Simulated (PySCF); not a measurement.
**How methods differ on the ionisation energy of B⁺**

B⁺ [He] 2s2 (1S) → B²⁺ [He] 2s1 (2S), as a difference of total energies. Computed with PySCF 2.14 in aug-cc-pCVQZ-DK (9s8p6d4f2g, 109 functions), with scalar relativity by spin-free X2C-1e. Correlated levels: valence: 1s2 frozen; valence and next inner shell: nothing frozen. The calculations carry no spin-orbit coupling.

```tsv
method	ionisation energy (eV)
UHF	23.449
PBE	24.611
PBE0	24.567
wB97X-V	24.639
LC-wPBE	24.686
BLYP	24.610
MP2 (valence)	24.492
SCS-MP2 (valence)	24.701
MP2 (valence and next inner shell)	24.550
SCS-MP2 (valence and next inner shell)	24.751
```

Task: Estimate what LDA gives.

Result: 24.560 eV, closest to PBE0 among the rows shown.

Task: Estimate what r2SCAN gives.

Result: 24.272 eV, closest to MP2 (valence) among the rows shown.

Errors of the correlated levels include the incompleteness of this basis and the frozen core.

MP2 underrates the near-degeneracy of ns² with np² in the lower species.

For comparison: 25.155 eV (measured; NIST Atomic Spectra Database, ionization energies).
